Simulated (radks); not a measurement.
Results of a calculation; reference values are marked as such.
Initial-state core-level shifts of neutral neodymium when its valence configuration changes from [Xe] 4f4 6s2. Level of theory: Dirac Kohn-Sham, PBE, spin-unpolarised, spherical densities, point nucleus; open shells fill j = l - 1/2 first (a radial shooting solver on a logarithmic mesh with Libxc functionals). Shifts are changes of the shell-averaged eigenvalues in eV (positive: less bound).

| valence | 1s | 2s | 4s | 5p |
|---|---|---|---|---|
| 4f4 5d0.5 6s1.5 | +0.601 | +0.628 | +0.611 | +0.645 |
| 4f4 6s1 6p1 | -1.068 | -1.055 | -1.047 | -1.090 |
| 4f3 5d1.5 6s1.5 | -5.087 | -5.613 | -6.056 | -1.747 |
| 4f6 | +1.947 | +2.375 | +2.749 | +0.135 |
| 4f5.5 5d0.5 | +1.847 | +2.196 | +2.455 | +0.498 |
| 4f2 6s2 6p2 | -19.774 | -21.343 | -21.937 | -11.110 |
